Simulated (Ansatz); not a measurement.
Input for Ansatz (a first-principles code): R-RI-MP2/aug-cc-pVTZ on BH6NO (a complex), monomers drawn apart or pushed together. Files ending in .json are basis or fitting sets from the Basis Set Exchange.

Ansatz 0.2 input:
```yaml
crystal:
  periodic: [false, false, false]
  atoms:
    - {symbol: B, position_ang: [0.56177470, -0.49259856, -0.14923002]}
    - {symbol: N, position_ang: [-0.51177674, 0.25759647, 0.29739012]}
    - {symbol: H, position_ang: [0.74411189, -0.63784602, -1.31991371]}
    - {symbol: H, position_ang: [1.29521280, -0.98582168, 0.65819076]}
    - {symbol: H, position_ang: [-0.69782859, 0.40530084, 1.28115276]}
    - {symbol: H, position_ang: [-1.16605292, 0.70457595, -0.32372215]}
    - {symbol: O, position_ang: [-0.25428346, 0.25280937, 4.99834514]}
    - {symbol: H, position_ang: [0.69801063, 0.27298403, 4.84859911]}
    - {symbol: H, position_ang: [-0.45158383, -0.66073082, 5.23278186]}
basis:
  gaussian:
    orbitals: aug-cc-pVTZ
    fitting: {mean_field: def2-universal-JKFIT, correlation: aug-cc-pVTZ-RIFIT.json}
magnetization: {spin_polarized: false}
correlation: {method: mp2, electrons: outside_noble_gas}
scf: {lower_state_search: off}
```

Output:

```
WARN ansatz: RAYON_NUM_THREADS=1 ignored (pool sized by the plan → 1); use --threads N
Functional definition: HF
these checks for a lower state are left out or cut short: stability, starts, cluster_reference, orbital_swaps, neighbouring_geometries, increment
integrals: 0.23 GiB planned
337 factors; integrals over basis functions are off by at most 9.8e-1 eV
mean field: 0.40 GiB planned
mean field evaluation 1: about -4283.9341 eV, gradient 4.8e1 eV
mean field evaluation 2: about -4286.8567 eV, gradient 2.9e1 eV
mean field evaluation 4: about -4288.2136 eV, gradient 7.1e-1 eV
mean field -4288.21534742 eV, -157.5890073609 hartree, gradient 1.4e-6 eV, S^2 0.000000; 0 other end points of the search recorded, 0 dependent functions left out
3 core orbitals not correlated
594 factors; their error is unknown
reference -4288.21534742 eV, -157.5890073609 hartree; 10, 10 occupied and 263, 263 virtual orbitals, 594 factors
second order -16.37211476 eV of doubles, -0.00000000 eV of singles
Total energy: -4304.58746218 eV, -158.1906714808 hartree
Checks for a lower state left out: stability, starts, cluster_reference, orbital_swaps, neighbouring_geometries, increment
```

Self-consistency was reached.

Cost: about 1.4 core-seconds (a rough figure).
